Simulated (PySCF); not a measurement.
An unknown shows these calculated signals:

1H NMR (500 MHz, computed): δ 7.09 (m, 3H), 6.90 (m, 3H), 5.00 (m, 2H), 4.25 (m, 1H).

13C{1H} NMR (computed): δ 157.0 (CH), 155.4 (CH), 86.4 (CH2), 61.8 (C), 52.5 (CH).

- shieldings: GIAO CAM-B3LYP/pcSseg-1
- geometry from PBE0-D3(BJ)/def2-SVP
- program: PySCF
- no solvent model, no relativistic terms, one averaged value for each set of equivalent atoms, one computed conformer

Referencing at the same level of theory: 1H (σ = 31.33 ppm), 13C (σ = 182.45 ppm) vs TMS.

Problem. Which of these does the molecule contain: an OH group, a tert-butyl group, a Si–CH3 group, a non-aromatic C=C double bond?

Solution. 
- An OH group: no.
- A tert-butyl group: no.
- A Si–CH3 group: no.
- A non-aromatic C=C double bond: yes.

The data belong to SMILES FCC12C=CC(C=C1)C=C2, C9H9F; they needn't prove each group on their own.

Carbon signals by region: 2 in the sp2 and nitrile region (100–160 ppm), 3 at 50–100 ppm.

Splittings by 19F in the carbon and heteronuclear signals aren't shown, as no couplings were computed. Shifts are as computed, not scaled to solution data. Of 1211 compounds with measured shifts, 218 miss one by over three times the rms of a fit or turn the order of signals round; such compounds aren't used in these exercises. Multiplicities follow the n + 1 count of equivalent neighbours, as no J values were calculated; m marks all less simple cases, F and P coupling included.
